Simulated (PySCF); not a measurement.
C3H6GeO, SMILES C[C]1=C[O][GeH2]1. Atoms are numbered in the order given.

```xyz
11

C     -0.5818     2.4402     0.0000
C      0.0261     1.0809     0.0000
C      1.3207     0.6471     0.0000
O      1.4545    -0.7185     0.0000
Ge    -0.4484    -0.8093     0.0000
H     -1.2219     2.6187    -0.8913
H     -1.2219     2.6187     0.8913
H      0.2072     3.2216     0.0000
H      2.2589     1.2366     0.0000
H     -0.9505    -1.5301    -1.2804
H     -0.9505    -1.5301     1.2804
```
Charge 0, spin multiplicity 1.

Coordinates come from a PBE-D3(BJ)/def2-SVP optimisation. The structure was generated by enumeration, and PubChem lists no compound with its InChIKey, so it may never have been made.

Two levels are set side by side: PBE/pcSseg-1 (PySCF) and PBE0/pcSseg-1 (PySCF). GIAO shifts against GeH4 (⁷³Ge), H2O (¹⁷O), TMS (¹H), TMS (¹³C) at the same level; non-relativistic, no solvent, atoms listed together averaged. Differences are taken from unrounded values.

```tsv
quantity	PBE0	PBE	PBE minus PBE0
δ(¹³C) of C1 (ppm)	17.8	18.9	1.0
δ(¹³C) of C2 (ppm)	116.6	116.8	0.2
δ(¹³C) of C3 (ppm)	177.7	174.5	-3.2
δ(¹⁷O) of O4 (ppm)	150.2	170.3	20.1
δ(⁷³Ge) of Ge5 (ppm)	381.7	404.6	22.9
δ(¹H) of H9 (ppm)	7.69	7.67	-0.03
δ(¹H) of H10, H11 (ppm)	6.61	6.80	0.19
```

Rough cost on one machine, each run with all the roots and properties that it gave: PBE0 against PBE within a factor of 2.
